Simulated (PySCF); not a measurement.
## Unknowns

[PySCF 2.14: NMR shieldings at PBE0/pcSseg-1/GIAO; geometry: GFN2-xTB; one computed conformer; fast rotation and ring inversion assumed for equivalent nuclei; in vacuum; relativity neglected]

δ = σ(ref) − σ, references computed at the same level: 1H (σ = 31.72 ppm) and 13C (σ = 186.93 ppm) against TMS. Splittings of carbon signals by F and P are missing where no couplings were computed. Where no couplings were computed, multiplicities follow the n + 1 count of equivalent neighbours, and m marks all less simple cases (inequivalent or close neighbours, rings, F or P nearby). Shifts are as computed. Against solution values, carbons near 30 ppm lie about +3 ppm off and those near 130 ppm about +5 ppm. Of 1211 compounds with measured shifts, 218 miss one by over three times the rms of a fit or turn the order of signals round; such compounds aren't used in these exercises. OH and NH positions are gas-phase values without hydrogen bonding to other molecules.

Question: CH₇FNPSi₂. 1H NMR (600 MHz, computed): δ 8.17 (m, 1H), 4.88 (m, 6H). 13C{1H} NMR (computed): δ 192.7. Give a structure.

Answer: SMILES F/C=P\N([SiH3])[SiH3]. Carbon types of the structure: 1 × CH, leaving 6 H on heteroatoms. δC 192.7: carbon double-bonded to a heavier main-group atom. δH 8.17: hydrogen on a carbon double-bonded to a heavier main-group atom. δH 4.88: hydrogen on a silicon bonded to N.

The shifts were computed for this structure.

Question: C₃H₁₀N₂O₃Si₂. 1H NMR (400 MHz, computed): δ 8.17 (s, 1H), 5.36 (m, 1H), 5.25 (m, 1H), 5.08 (m, 1H), 4.99 (m, 1H), 4.38 (m, 1H), 3.79 (m, 1H), 0.38 (br s, 2H), 0.04 (br s, 1H). 13C{1H} NMR (computed): δ 169.8, 104.8, 57.6. Give a structure.

Answer: `N[Si@@H]1N[SiH2]CO[C@@H]1OC=O`. The formula gives 2 degrees of unsaturation (1 ring in the answer). 3 carbon signals for 3 carbons: no two carbons are equivalent. Carbon types of the structure: 2 × CH, 1 × CH2, leaving 6 H on heteroatoms. δC 169.8: ester carbonyl carbon; it is a carbonyl in resonance with an O or N lone pair, the region of acids, esters and amides. δC 104.8: sp3 carbon bearing two oxygens; 2 electronegative neighbours deshield it. δH 4.38, 3.79: hydrogen on an sp3 CH2 bonded to O and Si; its carbon carries O, hence the downfield position. δH 0.04: hydrogen on a nitrogen bonded to 2 Si, in a 6-membered ring; labile proton, position sensitive to the medium.

This is the structure that produced the data.
